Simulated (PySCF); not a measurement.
These compounds are isomers of formula C7H9ClNP.

A. `CN(C)c1ccpc(Cl)c1`
B. `N(C)(C)C1=PC=C(Cl)C=C1`
C. `CC(C)c1cnc(Cl)cp1`

Spectrum 1. ¹H NMR (500 MHz, computed): δ 9.12 (m, 1H), 8.84 (m, 1H), 3.28 (m, 1H), 1.41 (d, 6H). ¹³C{¹H} NMR (computed): δ 181.2 (C), 162.9 (C), 157.8 (CH), 155.6 (CH), 40.1 (CH), 27.7 (CH3).

Spectrum 2. ¹H NMR (500 MHz, computed): δ 8.77 (m, 1H), 7.56 (m, 1H), 6.87 (m, 1H), 3.26 (s, 6H). ¹³C{¹H} NMR (computed): δ 179.6 (C), 160.0 (CH), 137.6 (CH), 136.7 (C), 117.8 (CH), 44.6 (CH3).

Spectrum 3. ¹H NMR (500 MHz, computed): δ 8.76 (m, 1H), 7.25 (m, 1H), 7.00 (m, 1H), 3.16 (s, 6H). ¹³C{¹H} NMR (computed): δ 183.0 (C), 166.0 (CH), 154.2 (C), 124.0 (CH), 119.5 (CH), 41.8 (CH3).

[PySCF 2.14: shielding tensors at PBE0/pcSseg-1 (GIAO); structure optimised with GFN2-xTB; non-relativistic; in vacuum; a single conformation; rapidly exchanging positions averaged]

δ = σ(ref) − σ, references computed at the same level: TMS for ¹H and ¹³C. Splittings of carbon signals by F and P are missing where no couplings were computed. Where no couplings were computed, multiplicities follow the n + 1 count of equivalent neighbours, and m marks all less simple cases (inequivalent or close neighbours, rings, F or P nearby). Shifts are as computed. Against solution values, carbons near 30 ppm lie about +3 ppm off and those near 130 ppm about +5 ppm; carbons on Cl a further +6 ppm. Of 1211 compounds with measured shifts, 218 miss one by over three times the rms of a fit or turn the order of signals round; such compounds aren't used in these exercises. Carbons bonded to Cl come out too deshielded.

**Question.** Match each spectrum to its structure.

**Answer.** 1–C, 2–B, 3–A.

- Spectrum 1 (C): 6 ¹³C signals; δC 155.6 is an aromatic CH next to a ring nitrogen; δC 40.1 is an sp3 CH on an aromatic ring.
- Spectrum 2 (B): 6 ¹³C signals; δC 179.6 is an aromatic carbon bearing nitrogen; δC 137.6 is an aromatic CH.
- Spectrum 3 (A): 6 ¹³C signals; δC 154.2 is an aromatic carbon bearing nitrogen; δC 119.5 is an aromatic CH.
